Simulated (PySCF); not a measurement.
ClGeH6NSi, SMILES N[Si@@H](Cl)[GeH3].

Geometry optimised at PBE-D3(BJ)/def2-SVP. The structure was generated by enumeration; whether it is a known compound was not checked. Other conformers were not sampled.

The numbers are results of PBE-D3(BJ)/def2-SVP (PySCF), not measurements.

Frequencies are harmonic and unscaled.

```tsv
mode	ν (cm⁻¹)	IR (km/mol)	moving atoms (share of kinetic energy)
1	80	0.6	H 69 %, Cl 15 %
2	108	1.4	Cl 36 %, H 34 %, Ge 15 %, Si 11 %
3	151	0.5	N 39 %, H 30 %, Ge 17 %, Si 10 %
4	222	12.9	N 28 %, H 26 %, Si 25 %, Cl 20 %
5	289	26.0	H 86 %
6	341	13.8	Si 40 %, H 29 %, Ge 21 %
7	442	22.6	H 64 %, N 15 %, Cl 14 %
8	449	15.3	H 76 %, Si 18 %
9	461	129.3	H 82 %, N 13 %
10	516	134.4	Si 50 %, Cl 27 %, H 18 %
11	669	82.3	H 94 %
12	758	199.6	H 95 %
13	796	34.1	H 93 %
14	842	6.1	H 49 %, N 31 %, Si 19 %
15	852	37.9	H 97 %
16	859	63.8	H 70 %, N 16 %, Si 13 %
17	889	103.2	H 76 %, N 13 %, Si 11 %
18	1496	36.5	H 90 %, N 10 %
19	2067	67.7	H 99 %
20	2081	102.8	H 98 %
21	2094	91.9	H 98 %
22	2181	106.3	H 97 %
23	3476	26.8	H 96 %
24	3572	28.5	H 91 %, N 9 %
```
